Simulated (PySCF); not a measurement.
## Computed properties of BF2, SMILES F[B]F

BF2, SMILES F[B]F (connectivity only; charge and spin as stated), charge +1, multiplicity 1. Geometry optimised at PBE0-D3(BJ)/def2-TZVP. The multiplicity is an assumed one; other spin states were not compared. The isomer is the one that the SMILES or the coordinates give; other isomers of the formula were not compared. One conformer was computed; it need not be the lowest. All values are computed for the isolated molecule unless a solvent is named; none is compared with measurement here.

**Structure.** The optimised structure has D∞h symmetry. All 4 harmonic modes at PBE0-D3(BJ)/def2-TZVP (PySCF) are real, so it is a minimum. With heavy atoms numbered as in [F:1][B:2][F:3], the shortest bond between them is F1–B2 at 1.226 Å and the longest B2–F3 at 1.226 Å.

**Vibrations.** The strongest infrared lines (harmonic, unscaled, degenerate partners summed) lie at 2100 cm⁻¹ (464 km/mol, B 78 %, F 22 %), 459 cm⁻¹ (287 km/mol, B 78 %, F 22 %). The softest mode is at 459 cm⁻¹ and the zero-point energy is 5.8 kcal/mol.

**Electronic structure.** PBE0/def2-TZVPD (PySCF) places the frontier levels at -22.69 and -8.39 eV, a gap of 14.30 eV and a mean polarisability of 10.3 bohr³. PBE/def2-TZVPD (PySCF) at the same geometry gives -20.56 and -9.46 eV, so its gap is 3.20 eV narrower. An orbital gap is neither the optical nor the fundamental gap.

**Excitations.** TDDFT-ωB97X/def2-TZVPD (PySCF) has S1 at 12.16 eV (102 nm, f = 0.000, dark); the most intense of the 10 singlets computed lies at 13.92 eV (f = 0.22). Strengths of degenerate partners are summed. T1 (TDA) is at 11.53 eV. No vertical singlet excitation falls in the visible range (under 3.1 eV).

**NMR.** GIAO shifts at PBE0/pcSseg-2 (PySCF) (non-relativistic, atoms alike by connectivity averaged): ¹⁹F at -143.2 ppm against CFCl3; ¹¹B at -7.7 ppm against BF3.
